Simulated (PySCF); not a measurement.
In(F)(vinyl)2 (C4H6FIn), SMILES C=[CH][In]([F])[CH]=C. Atoms are numbered in the order given.

```xyz
12

In    -0.0782     0.0413     0.0000
F     -1.8991    -0.7958     0.0000
C     -0.1902     2.1822     0.0000
C      0.8916     2.9851     0.0000
H     -1.1991     2.6324     0.0000
H      0.7986     4.0874     0.0000
H      1.9258     2.5981     0.0000
C      1.2663    -1.6279     0.0000
C      0.7134    -2.8569     0.0000
H      2.3637    -1.5078     0.0000
H      1.3282    -3.7767     0.0000
H     -0.3823    -2.9926     0.0000
```

Geometry: PBE-D3(BJ)/def2-SVP. The def2 effective core potentials stand for the cores of In; spin–orbit coupling is left out. The values are those of a single conformer.

Method: TDA-PBE/def2-SVPD run with PySCF 2.14.0.

Vertical excitations.  State labels are in the subgroup Cs.

```json
[
 {"state": "S1", "symmetry": "A\"", "energy (eV)": "4.21", "λ (nm)": "294", "f": "0.000", "main pairs": "HOMO→LUMO 99 %"},
 {"state": "S2", "symmetry": "A'", "energy (eV)": "4.83", "λ (nm)": "257", "f": "0.034", "main pairs": "HOMO−1→LUMO 79 %, HOMO−1→LUMO+2 12 %"},
 {"state": "S3", "symmetry": "A\"", "energy (eV)": "5.01", "λ (nm)": "248", "f": "0.002", "main pairs": "HOMO−3→LUMO 88 %"},
 {"state": "S4", "symmetry": "A'", "energy (eV)": "5.10", "λ (nm)": "243", "f": "0.041", "main pairs": "HOMO−2→LUMO 73 %, HOMO−2→LUMO+2 16 %"},
 {"state": "S5", "symmetry": "A\"", "energy (eV)": "5.15", "λ (nm)": "241", "f": "0.003", "main pairs": "HOMO−4→LUMO 80 %, HOMO→LUMO+2 16 %"},
 {"state": "S6", "symmetry": "A\"", "energy (eV)": "5.38", "λ (nm)": "230", "f": "0.007", "main pairs": "HOMO→LUMO+2 76 %"},
 {"state": "S7", "symmetry": "A'", "energy (eV)": "5.39", "λ (nm)": "230", "f": "0.002", "main pairs": "HOMO−5→LUMO 88 %"},
 {"state": "S8", "symmetry": "A\"", "energy (eV)": "5.63", "λ (nm)": "220", "f": "0.002", "main pairs": "HOMO−1→LUMO+1 97 %"},
 {"state": "S9", "symmetry": "A\"", "energy (eV)": "5.84", "λ (nm)": "212", "f": "0.006", "main pairs": "HOMO−2→LUMO+1 97 %"},
 {"state": "S10", "symmetry": "A'", "energy (eV)": "5.89", "λ (nm)": "210", "f": "0.259", "main pairs": "HOMO→LUMO+1 62 %, HOMO−4→LUMO+1 13 %, HOMO−3→LUMO+1 10 %"},
 {"state": "T1", "symmetry": "A\"", "energy (eV)": "3.95", "λ (nm)": "313", "f": "0", "main pairs": "HOMO→LUMO 99 %"},
 {"state": "T2", "symmetry": "A'", "energy (eV)": "3.97", "λ (nm)": "312", "f": "0", "main pairs": "HOMO−1→LUMO 78 %"},
 {"state": "T3", "symmetry": "A'", "energy (eV)": "4.10", "λ (nm)": "303", "f": "0", "main pairs": "HOMO−2→LUMO 72 %"},
 {"state": "T4", "symmetry": "A\"", "energy (eV)": "4.79", "λ (nm)": "259", "f": "0", "main pairs": "HOMO−3→LUMO 78 %, HOMO→LUMO+2 13 %"}
]
```
Triplets are in the Tamm–Dancoff approximation.
